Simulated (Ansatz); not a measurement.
Cost and result up the ladder for fac-CrCl3(PH3)3 (CrP₃H₉Cl₃) (16 atoms). Charge 0, multiplicity 4. Geometry: PBE-D4/def2-SVP.

```xyz
16

Cr    0.0453    0.0362    0.9396
Cl   -0.0284   -1.9972    2.0018
P     0.1031    2.0260   -0.4105
H    -0.9996    2.4002   -1.2504
H     1.1588    2.2698   -1.3525
H     0.2115    3.2096    0.3710
Cl    1.9456    1.0014    1.7912
P    -1.8401   -0.9257   -0.2029
H    -2.8319   -1.4084    0.6953
H    -1.7037   -2.0813   -1.0439
H    -2.6731   -0.1460   -1.0743
Cl   -1.6399    1.2171    1.9560
P     1.6899   -1.1380   -0.3651
H     2.6932   -1.7427    0.4418
H     2.5288   -0.4580   -1.3112
H     1.3404   -2.2629   -1.1859
```

Ansatz on 4 threads of Arm Neoverse V1 on a shared host. Times are rough, and most runs start from the orbitals of an earlier one. PBE0-D4/def2-TZVP serves as the yardstick here, not as an exact answer. Differences are given only for rows in sets of like size (and for xTB, whose basis is part of the method), since another set adds its own error. Binding counts from free atoms at the same level (Cr septet, Cl doublet, P quartet, H doublet; other spins of the atoms weren't run), without zero-point energy or a counterpoise term.

B3LYP takes the VWN-RPA correlation. HSE06 is defined as in plane-wave codes, on full-range PBE exchange. Correlated methods freeze 35 core orbitals; core or outer-core shells of Cr are correlated, in sets that lack core-valence functions.

Correlated methods converge slowly with the basis.

```
                            level  functions  wall time
                        HF/STO-3G         81      1.8 s
                  PBE-D4/def2-SVP        184      7.5 s
                 PBE0-D4/def2-SVP        184       12 s
   PBE-D4/def2-TZVP (with forces)        321       16 s
                    MP2/def2-TZVP        321       30 s
r2SCAN-D4/def2-TZVP (with forces)        321       36 s
               B3LYP-D4/def2-TZVP        321       40 s
               HSE06-D4/def2-TZVP        321       43 s
                PBE0-D4/def2-TZVP        321       45 s
```

**Question.** Estimate what each level gives for the binding energy per atom (eV).

**Answer.** 
```
                            level  binding energy per atom (eV)  difference from PBE0-D4/def2-TZVP (eV)
                        HF/STO-3G                          2.98                                       –
                  PBE-D4/def2-SVP                          2.82                                       –
                 PBE0-D4/def2-SVP                          2.73                                       –
   PBE-D4/def2-TZVP (with forces)                          2.83                                    0.08
                    MP2/def2-TZVP                          2.56                                   -0.18
r2SCAN-D4/def2-TZVP (with forces)                          2.79                                    0.05
               B3LYP-D4/def2-TZVP                          2.80                                    0.05
               HSE06-D4/def2-TZVP                          2.74                                    0.00
                PBE0-D4/def2-TZVP                          2.74                                    0.00
```
